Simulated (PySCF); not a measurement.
## Working out the excitation energy of N⁺

N⁺ [He] 2s2 2p2 (3P) → N⁺ [He] 2s1 2p3 (5S). Calculation: PySCF 2.14, in x2c-TZVPPall (5s3p2d1f, 31 functions); the spin-free X2C one-electron Hamiltonian (Gaussian nucleus). Frozen: 1s2. Energies in hartree (1 hartree = 27.21139 eV):

| part | N⁺ (lower) | N⁺ (upper) |
| --- | --- | --- |
| UHF | -53.921524 | -53.773681 |
| CCSD correlation | -0.091635 | -0.032375 |
| (T) | -0.001571 | -0.000156 |

What does Hartree-Fock give?

(-53.773681) − (-53.921524) = 0.147843 hartree = 4.023 eV.

What do CCSD and CCSD(T) give?

The CCSD correlation energies differ by 0.059260 hartree = 1.613 eV and the triples by 0.001415 hartree = 0.039 eV, so CCSD gives 5.636 eV and CCSD(T) 5.675 eV.

Measured between the centres of the two terms (NIST): 5.790 eV, so CCSD(T) (valence) is off by -0.115 eV.

What remains against the reference includes basis incompleteness, the frozen core and higher excitations.
